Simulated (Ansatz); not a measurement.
The molecule MgH+, closed-shell singlet (lowest of 2S+1 = 1, 3 at CCSD(T)/def2-TZVPP on PBE0 minima; our sources give no spin for the ground state, which may be another).

Constants: fifth-degree fit in 1/R to seven points, most abundant isotopes. In def2 and cc sets the state is the lowest found near the PBE0 minimum, followed along R. The singlet is held restricted. HF and MP2 rows in def2 and cc sets belong to the determinant that coupled cluster picked by its CCSD energy.

Correlated levels freeze the inner cores; with def2 sets outer-core shells near the valence are correlated too.

The values were computed with Ansatz (Gaussian basis) for Hartree–Fock, density functionals and correlated methods. Each number belongs to the level named beside it.

Energies at MP2/def2-QZVPP:

```json
[
 {"R (Å)": "1.543241", "E (hartree)": "-200.13219324"},
 {"R (Å)": "1.584726", "E (hartree)": "-200.13360026"},
 {"R (Å)": "1.622892", "E (hartree)": "-200.13410045"},
 {"R (Å)": "1.666036", "E (hartree)": "-200.13387814"},
 {"R (Å)": "1.709180", "E (hartree)": "-200.13294370"},
 {"R (Å)": "1.758962", "E (hartree)": "-200.13112884"},
 {"R (Å)": "1.817041", "E (hartree)": "-200.12820611"}
]
```

Q: With a reduced mass of 0.9672 u, find the minimum, the force constant and the constants.

A: A fifth-degree polynomial in 1/R puts the minimum at r_e = 1.6321 Å with force constant 190 N/m. Then ω_e = (1/2πc)√(k/μ) = 1826 cm⁻¹ and B_e = h/(8π²cμr_e²) = 6.544 cm⁻¹; the cubic and quartic terms give α_e = 0.15 and ω_e x_e = 30 cm⁻¹.

Ansatz is a quantum-chemistry and plane-wave program.
